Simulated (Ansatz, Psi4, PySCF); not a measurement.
C₃H₉Al, charge +1, doublet, at a GFN2-xTB geometry (such geometries of metal compounds can be far from the true shape) (a state made from the parent by changing its charge; the spin is typed, not shown lowest). Base run: R2SCAN/cc-pVDZ in PySCF.

PySCF was given this input:
```python
from pyscf import gto, scf, dft

mol = gto.M(
    atom='''
Al   -0.110175   -0.117534   -0.006664
C    -1.509583   -1.500850   -0.154852
H    -1.724622   -1.733589   -1.206106
H    -2.450018   -1.171247    0.305320
H    -1.197638   -2.428236    0.344190
C     0.070744    1.678500   -0.955819
H     1.080283    1.766114   -1.366181
H    -0.108987    2.475854   -0.230903
H    -0.675640    1.713043   -1.751181
C     1.585279   -0.022341    1.120249
H     1.643105    0.958654    1.599901
H     2.447852   -0.168894    0.465358
H     1.539300   -0.815604    1.868766
''',
    basis='cc-pvdz',
    charge=1,
    spin=1,
    verbose=3,
)

mf = dft.UKS(mol)
mf.xc = 'r2scan'
mf.kernel()
```

The same geometry, method and basis name were run in Ansatz (a quantum-chemistry and plane-wave program) and Psi4 and PySCF, at each program's defaults and at the settings that a row names. The base is PySCF at its defaults. Differences at the defaults can come from grids, fitting, cores and function types together.

```json
[
 {"code and settings": "PySCF, defaults (exact integrals, its default grid, spherical functions)", "ΔE vs base (mEh)": "0.000", "basis functions": "105", "E (Eh)": "-361.74343", "SCF cycles": "12"},
 {"code and settings": "Psi4, defaults (density fitting with its default set, its default grid, spherical functions)", "ΔE vs base (mEh)": "0.058", "basis functions": "105", "E (Eh)": "-361.74338", "SCF cycles": "11"},
 {"code and settings": "Ansatz, defaults (factorised integrals, its default grid, spherical functions)", "ΔE vs base (mEh)": "0.014", "basis functions": "105", "E (Eh)": "-361.74342", "SCF cycles": "-"},
 {"code and settings": "PySCF, density fitting with def2-universal-jkfit", "ΔE vs base (mEh)": "-0.110", "basis functions": "105", "E (Eh)": "-361.74354", "SCF cycles": "12"},
 {"code and settings": "PySCF, fine grid", "ΔE vs base (mEh)": "0.011", "basis functions": "105", "E (Eh)": "-361.74342", "SCF cycles": "12"},
 {"code and settings": "Psi4, exact integrals, spherical functions, fine grid", "ΔE vs base (mEh)": "0.032", "basis functions": "105", "E (Eh)": "-361.74340", "SCF cycles": "15"},
 {"code and settings": "Ansatz, high accuracy", "ΔE vs base (mEh)": "0.016", "basis functions": "105", "E (Eh)": "-361.74342", "SCF cycles": "-"}
]
```

Open shells are given as the SCF converged; they aren't shown to be the lowest states, and a large step between rows can be another state.
